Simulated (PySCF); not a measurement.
A species of formula C7H10O3 has this rotational fingerprint, computed with PBE0/pcSseg-1 in PySCF (dipole) on a GFN2-xTB geometry, gas phase:

- Rotational constants: A = 4793, B = 502.1, C = 474.0 MHz
- Dipole components: |μa| = 0.42 D, |μb| = 0.26 D, |μc| = 0.31 D
- Inertial defect: -45.91 u·Å²
- κ: -0.99

Question: Which structure is it? (One computed conformer of each.)
A. `[CH3:1][C:2](=[O:3])[O:4][C:5](=[O:6])[CH2:7][CH:8]1[CH2:9][CH2:10]1` with C1–C2–O4–C5 165°, C2–O4–C5–O6 -18°, O4–C5–C7–C8 -76°, C5–C7–C8–C9 -77°
B. `[CH3:1][O:2][C:3]1=[CH:4][C@@H:5]([O:6][CH3:7])[CH:8]=[CH:9][O:10]1` with C1–O2–C3–C4 174°, C4–C5–O6–C7 -71°
C. `[CH:1]#[C:2][CH2:3][CH2:4][CH2:5][O:6][C:7](=[O:8])[O:9][CH3:10]` with C2–C3–C4–C5 66°, C3–C4–C5–O6 -174°, C4–C5–O6–C7 -79°, C5–O6–C7–O8 -1°, O6–C7–O9–C10 180°
D. `[CH2:1]=[CH:2][CH2:3][O:4][C:5](=[O:6])[O:7][CH2:8][CH:9]=[CH2:10]` with C1–C2–C3–O4 134°, C2–C3–O4–C5 162°, C3–O4–C5–O6 0°, O4–C5–O7–C8 -177°, C5–O7–C8–C9 84° (diallyl carbonate)

Answer: C. It is C#CCCCOC(=O)OC, a near-prolate asymmetric top, point group C1. The candidates at the same level (rigid rotor, commonest isotopes):

| SMILES | A (MHz) | B (MHz) | C (MHz) | μa (D) | μb (D) | μc (D) | Δ (u·Å²) | point group | rotor |
| --- | --- | --- | --- | --- | --- | --- | --- | --- | --- |
| COC1=C[C@@H](OC)C=CO1 | 2616 | 882.6 | 700.6 | 1.29 | 0.47 | 0.55 | -44.44 | C1 | asymmetric top |
| CC(=O)OC(=O)CC1CC1 | 2719 | 705.1 | 668.6 | 0.90 | 3.73 | 1.75 | -146.67 | C1 | near-prolate asymmetric top |
| C=CCOC(=O)OCC=C | 4347 | 514.8 | 496.8 | 0.01 | 0.09 | 0.23 | -80.75 | C1 | near-prolate asymmetric top |
| C#CCCCOC(=O)OC | 4793 | 502.1 | 474.0 | 0.42 | 0.26 | 0.31 | -45.91 | C1 | near-prolate asymmetric top |

`C=CCOC(=O)OCC=C` has A 9 % too low; `COC1=C[C@@H](OC)C=CO1` has B 76 % too high; `CC(=O)OC(=O)CC1CC1` has A 43 % too low. No structure here is proved a minimum.
